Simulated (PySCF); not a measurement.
Molecule: `O=C([O-])c1ccccc1F`, [C7H4FO2]-.

Bonds (- single, = double, # triple, : aromatic): O1=C2, C2-O3, C2-C4, C4:C5, C5:C6, C6:C7, C7:C8, C8:C9, C9-F10, C9:C4. C5 carries H11; C6 carries H12; C7 carries H13; C8 carries H14. Formal charges: O3 -1.

Total charge -1.

Frames of a GFN2-xTB Langevin trajectory at 200 K; GIAO PBE0/pcSseg-1 shieldings in PySCF, gas phase, non-relativistic; equivalent atoms averaged within each frame.

Chemical shifts δ = σref − σ; 17O (336.08 ppm) vs H2O; 13C (186.93 ppm) and 1H (31.72 ppm) vs TMS; 19F (170.95 ppm) vs CFCl3, all at this level. The references are static minima.

Q: How do the shifts (ppm) fluctuate along the trajectory?

A: 
```tsv
time (fs)	O1/O3	C9	C2	C4	C5	C7	C6	C8	F10	H11
optimised geometry	329.5	173.4	160.9	143.3	143.4	127.9	123.5	118.5	-120.2	8.82
250	327.8	174.3	163.2	156.1	136.3	127.1	126.5	114.8	-121.0	8.27
425	335.2	180.5	160.6	149.1	141.8	130.0	128.2	120.5	-103.3	8.26
625	356.6	170.3	162.8	162.5	138.3	122.2	123.5	116.7	-118.8	7.55
800	350.0	172.1	162.2	170.0	134.9	121.7	126.5	119.7	-120.0	7.38
1000	382.8	174.4	165.8	160.0	138.9	119.8	127.1	120.2	-117.0	7.45
mean of frames	350.5	174.3	162.9	159.5	138.0	124.2	126.3	118.4	-116.0	7.78
standard deviation	21.4	3.9	1.9	7.7	2.7	4.2	1.8	2.5	7.3	0.45
```

5 frames give an uncertainty of the mean of about the standard deviation over 2.2 at best, since frames this close in time may not be independent; classical motion lacks zero-point vibration, and the reference would need the same averaging.
